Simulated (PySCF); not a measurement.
Calculated NMR parameters of FC(F)[C@H]1C[SiH2]CCO1

| Quantity | Value |
| --- | --- |
| Formula | C5H10F2OSi |
| SMILES | FC(F)[C@H]1C[SiH2]CCO1 |
| InChI | InChI=1S/C5H10F2OSi/c6-5(7)4-3-9-2-1-8-4/h4-5H,1-3,9H2/t4-/m1/s1 |
| Point group of the computed structure | C1 |
| Degrees of unsaturation | 1 |
| Carbon signals | 5 |
| Proton signals | 10 |

Structure with atom numbers: `[F:1][CH:2]([F:3])[C@H:4]1[CH2:5][SiH2:6][CH2:7][CH2:8][O:9]1`; H(Xn) means a hydrogen on atom n. Ha(C5), Ha(Si6), Ha(C7), Ha(C8) are cis to C2 on the ring; Hb(C5), Hb(Si6), Hb(C7), Hb(C8) are trans to C2 on the ring.

PySCF 2.14.0 with density-fitted response routines calculation with B97-2/pcSseg-1 with gauge-including orbitals and PBE0-D3(BJ)/def2-SVP structure; non-relativistic Hamiltonian, no solvent, one conformer.

δ = σ(ref) − σ, references computed at the same level: 1H (σref 31.38), 13C (σref 183.69), 29Si (σref 357.41) vs TMS; CFCl3 for 19F (σref 178.12); 17O (σref 331.62) vs H2O.

| carbon | δC, type | δH (multiplicity) | HMBC from (2–3 bonds) | span of the C tensor (ppm) |
| --- | --- | --- | --- | --- |
| C2 | 116.6, CH | 5.72 (m) | H(C4), Ha(C5), Hb(C5) | 25 |
| C4 | 77.7, CH | 3.10 (m) | H(C2), Ha(C8), Ha(Si6), Hb(Si6), Hb(C8), Ha(C5), Hb(C5) | 55 |
| C5 | 3.9, CH2 | Ha(C5) 1.13 (m); Hb(C5) 0.69 (m) | H(C2), Ha(Si6), Hb(Si6), H(C4), Ha(C7), Hb(C7) | 31 |
| C7 | 9.7, CH2 | Ha(C7) 1.07 (m); Hb(C7) 0.47 (m) | Ha(C8), Ha(Si6), Hb(Si6), Hb(C8), Ha(C5), Hb(C5) | 32 |
| C8 | 69.3, CH2 | Hb(C8) 3.33 (m); Ha(C8) 4.32 (m) | Ha(Si6), Hb(Si6), H(C4), Ha(C7), Hb(C7) | 77 |

Other nuclei:
```
  atoms  nucleus                                                environment  δ (ppm)  σ (ppm)
Ha(Si6)       1H  hydrogen on a silicon bonded to 2 C, in a 6-membered ring     4.19    27.19
Hb(Si6)       1H  hydrogen on a silicon bonded to 2 C, in a 6-membered ring     4.13    27.24
     F1      19F                                    fluorine of a CF2 group   -146.1    324.2
     F3      19F                                    fluorine of a CF2 group   -152.9    331.0
    Si6     29Si           silicon bonded to 2 C, 2 H, in a 6-membered ring    -43.3    400.7
     O9      17O                                               ether oxygen     58.5    273.2
```

1. Carbon types of the structure: 2 × CH, 3 × CH2, leaving 2 H on heteroatoms.
2. δC 116.6: sp3 CH bonded to 2 F; 2 electronegative neighbours deshield it.
3. δC 77.7: sp3 CH bonded to O; pulled downfield by the heteroatom.
4. δC 69.3: sp3 CH2 bonded to O; the inductive effect lowers its shielding.
5. δC 9.7, 3.9: sp3 CH2 bonded to Si; an electropositive neighbour leaves it electron-rich and shielded.
6. δH 5.72: hydrogen on an sp3 CH bonded to 2 F; its carbon carries F, which withdraws density.

Splittings by 19F in the carbon and heteronuclear signals aren't shown, as no couplings were computed. Shifts are as computed. Against solution values, carbons near 30 ppm lie about +1 ppm off and those near 130 ppm about +2 ppm. Of 1211 compounds with measured shifts, 218 miss one by over three times the rms of a fit or turn the order of signals round; such compounds aren't used in these exercises. Unscaled 19F shifts against computed CFCl3 carry errors that often reach 10 to 50 ppm. Experimental scales use liquid or dissolved standards, which lie at an offset from isolated H2O (liquid H2O: subtract about 36 ppm). Multiplicities follow the n + 1 count of equivalent neighbours, as no J values were calculated; m marks all less simple cases, F and P coupling included.
